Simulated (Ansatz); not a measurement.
Reaction (formal exchange of groups at the Sb–S bond): `C[S][SbH2]` + `C[C@@H]1O[C@H]1C` → `C[C@H]1O[C@@H]1[SbH2]` + `CSC`

Calculated with Ansatz (gas phase, PBE0-D4/def2-TZVP geometries, no zero-point term in ΔE). CBS: MP2 limit from def2 TZ/QZ plus the TZ coupled-cluster correction, frozen cores. DFT in def2-TZVPP. B3LYP here is the variant with VWN-RPA as its local correlation; programs differ in this. Elements past krypton have def2 core potentials. For Sb outer-core shells are correlated without core-valence functions, which leaves a few kJ/mol of doubt a bond.

Question: Is it downhill or uphill in electronic energy at CCSD(T)/CBS, and by how much? (Best estimate.)

Answer: The calculation gave: Uphill: ΔE = +92.1 kJ/mol.

Question: What do these levels give: B2PLYP, PBE, B3LYP, HF/def2-QZVPP, MP2/CBS(def2), CCSD/CBS(def2)? (Best estimate.)

Answer: The calculation gave: B2PLYP 93.4, PBE 92.8, B3LYP 96.1, HF/def2-QZVPP 104.7, MP2/CBS(def2) 92.6, CCSD/CBS(def2) 94.0 kJ/mol.

Largest T1 diagnostic among the species: 0.013.

From PBE to PBE0 (25 % exact exchange), in def2-TZVPP and without D4, ΔE moves by +3.9 kJ/mol. In def2-TZVPP, CCSD(T) changes the Hartree–Fock value by −16.0 kJ/mol (the triples alone add −2.0 kJ/mol) and MP2 by −15.5 kJ/mol.
